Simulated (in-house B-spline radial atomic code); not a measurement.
## Two electrons outside the [Ne] 3s2 core: Fe12+

Computed with a B-spline radial code for spherical atoms: configuration interaction (CI) of the two valence electrons in the field of the frozen Dirac-Fock core, alone and with many-body perturbation theory for the core (screened one- and two-electron correlation potentials), Breit and QED terms; no-pair Dirac Hamiltonian, finite nucleus. Labels give the configuration (outer n counted up each series) and the leading LS term, or the jj pair where no LS term holds 70 %.

The outer s² shell of this core is soft: its mixing with p² is only treated to second order, so levels can be several per cent off.

Command:
```bash
python run_mb.py task.json out
```
Settings (nuclear radius in fm, box in bohr, cutoff in hartree):
```
basis_form          3
Z                   26
core_configuration  [Ne] 3s2
rms_radius          3.7377
mass_number         56
speed_of_light      137.036
box_radius          6.429
lmax                6
intervals           61
virtual_cutoff      1352.0
```

Run time, properties included: 58 s on 1 thread of Intel(R) Xeon(R) Platinum 8375C CPU @ 2.90GHz, on a shared host.

Excitation energies (cm⁻¹):

| level | purity of the LS term | CI alone | CI + MBPT + Breit + QED | Landé g of the LS mixture |
| --- | --- | --- | --- | --- |
| 3p2 3P0 | 0.965 | 0 | 0 | - |
| 3p2 3P1 | 1.0 | ? | ? | ? |
| 3p2 3P2 | 0.888 | ? | ? | ? |
| 3p2 1D2 | 0.887 | 50488 | 45253 | 1.06 |
| 3p2 1S0 | 0.965 | 90413 | 92264 | - |

(1) Where does 3p2 3P1 lie?

(2) Where does 3p2 3P2 lie?

(3) What is the first ionisation energy?

Answers

(1) 9776 cm⁻¹ in CI alone and 9280 cm⁻¹ with all corrections; g = 1.50.

(2) 19516 cm⁻¹ in CI alone and 18244 cm⁻¹ with all corrections; g = 1.44.

(3) 359.66 eV to the 3p1/2 state of the next ion (358.45 eV from CI alone). NIST lists 361 ± 0.7 eV (semi-empirical).
